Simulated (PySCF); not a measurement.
# Zn: ionisation energy

Zn [Ar] 3d10 4s2 (1S) → Zn⁺ [Ar] 3d10 4s1 (2S), as a difference of total energies. Computed with PySCF 2.14 in 6-31G*, with no relativity, point nucleus. Correlated levels: valence: [Ar] frozen. The calculations carry no spin-orbit coupling.

| method | ionisation energy (eV) |
| --- | --- |
| UHF | 7.401 |
| TPSS | 8.573 |
| M06-L | 8.451 |
| MP2 (valence) | 8.231 |
| SCS-MP2 (valence) | 8.291 |
| CCSD (valence) | 8.445 |
| CCSD(T) (valence) | 8.484 |

How much does correlation contribute at CCSD(T) (valence)?

8.484 − (7.401) = 1.083 eV, measured against UHF.

These non-relativistic numbers lack the scalar-relativistic shift.

Errors of the correlated levels include the incompleteness of this basis and the frozen core.

For comparison: 9.394 eV (measured; NIST Atomic Spectra Database, ionization energies).
